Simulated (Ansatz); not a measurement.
Geometry optimisation, Ansatz 0.2.0, UKS r2SCAN-D4/def2-SVP.

Input file:

```yaml
crystal:
  periodic: [false, false, false]
  atoms:
    - { symbol: O, position_ang: [-0.9954, -0.3668, -0.7064] }
    - { symbol: Ge, position_ang: [0.1763, 0.001, 0.5441] }
    - { symbol: Cl, position_ang: [-0.52063, -0.9229, 2.34661] }
    - { symbol: H, position_ang: [-1.6362, 0.4132, -0.614] }
    - { symbol: H, position_ang: [0.27313, 1.5353, 0.7517] }
magnetization:
  spin_polarized: true
  initial_magnetization: 1
basis:
  gaussian: { orbitals: def2-SVP }
hamiltonian:
  xc: r2scan
  dispersion: d4
relax:
  f_tol: 0.015
  max_steps: 40
```

Command:

```bash
$ ansatz run input.yaml --threads 2 --pin off --max-ram 3072MiB --backend cpu --events-out ev --progress --plain --runs-dir out
```

**Question.** Where does it end, and by what steps?

**Answer.** The run converged. After 16 steps the energy has fallen by 0.188 eV; H4 moved furthest, 0.65 Å.

| step | energy less start (eV) | largest force component (eV/Å) | accepted |
| --- | --- | --- | --- |
| 0 | 0.0000 | 1.785 | yes |
| 1 | -0.1072 | 0.597 | yes |
| 2 | -0.1293 | 0.206 | yes |
| 3 | -0.1276 | 0.606 | no |
| 4 | -0.1371 | 0.073 | yes |
| 5 | -0.1460 | 0.133 | yes |
| 6 | -0.1077 | 1.773 | no |
| 7 | -0.1550 | 0.112 | yes |
| 8 | -0.1636 | 0.255 | yes |
| 9 | -0.1704 | 0.194 | yes |
| 10 | -0.1776 | 0.128 | yes |
| 11 | -0.1806 | 0.373 | yes |
| 12 | -0.1833 | 0.258 | yes |
| 13 | -0.1874 | 0.067 | yes |
| 14 | -0.1879 | 0.043 | yes |
| 15 | -0.1883 | 0.020 | yes |
| 16 | -0.1883 | 0.007 | yes |

```xyz
5
Properties=species:S:1:pos:R:3
O -1.397 -0.201 -0.369
Ge 0.111 0.040 0.558
Cl -0.286 -1.023 2.404
H -1.394 0.289 -1.204
H 0.263 1.555 0.933
```

Whether the end is a true minimum wasn't checked by a vibrational analysis.

Time of the run: 68 s on 2 threads of Arm Neoverse V1, with other jobs on the host, peak memory 0.18 GiB.
